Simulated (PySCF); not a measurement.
Pb(NH2)2 (H4N2Pb), SMILES [NH2][Pb][NH2] (connectivity only; charge and spin as stated), neutral, multiplicity 1. Atoms are numbered in the order given.

```xyz
7

Pb     0.0000     0.0000     0.2831
N      0.0000    -1.5601    -1.2025
H      0.0000    -2.5523    -0.9798
H      0.0000    -1.4170    -2.2098
N      0.0000     1.5601    -1.2025
H      0.0000     1.4170    -2.2098
H      0.0000     2.5523    -0.9798
```
Charge 0, spin multiplicity 1.

Geometry: B3LYP-D3(BJ)/def2-SVP. A frequency run showed that this geometry is not a minimum. The def2 effective core potentials stand for the cores of Pb; spin–orbit coupling is left out. The values are those of a single conformer.

All values below come from PySCF with r2SCAN/def2-TZVPD.

Mulliken values depend strongly on the basis, most of all with diffuse functions as here. ESP charges are fitted to the potential on shells at 1.4 to 2.0 van der Waals radii. Atomic charges (e):

```csv
atom,ESP fit,Mulliken
Pb1,(withheld),0.63
N2,(withheld),-0.59
H3,(withheld),0.12
H4,(withheld),0.15
N5,(withheld),-0.59
H6,(withheld),0.15
H7,(withheld),0.12
```

Fill in the missing entries. (The exact figures need the calculation; the answer reports its results.)


- Pb1, ESP fit: 0.44
- N2, ESP fit: -0.82
- H3, ESP fit: 0.28
- H4, ESP fit: 0.31
- N5, ESP fit: -0.82
- H6, ESP fit: 0.31
- H7, ESP fit: 0.28
